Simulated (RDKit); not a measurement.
Input for RDKit: UFF on CH3I (SMILES CI).

```python
from rdkit import Chem
from rdkit.Chem import AllChem, rdDetermineBonds

blocks = [
'''5

C    -1.43858875    1.13128498    3.67718989
I     0.28212257   -0.06186882    4.18908812
H    -2.05660358    0.53672165    3.01463854
H    -1.95512033    1.36837043    4.59992322
H    -1.07512532    2.02425727    3.18241884
''',
]
mol = None
for b in blocks:
    f = Chem.MolFromXYZBlock(b)
    rdDetermineBonds.DetermineBonds(f, charge=0)
    mol = f if mol is None else Chem.CombineMols(mol, f)
Chem.SanitizeMol(mol)
print(Chem.MolToSmiles(Chem.RemoveHs(mol)))
ff = AllChem.UFFGetMoleculeForceField(mol, vdwThresh=100.0, ignoreInterfragInteractions=False)
e = ff.CalcEnergy()
print(f'UFF energy {e:.6f} kcal/mol')
```

Program output:

```
CI
UFF energy 1.059983 kcal/mol
```

The run finished.

Cost: roughly 0.010 core-seconds.
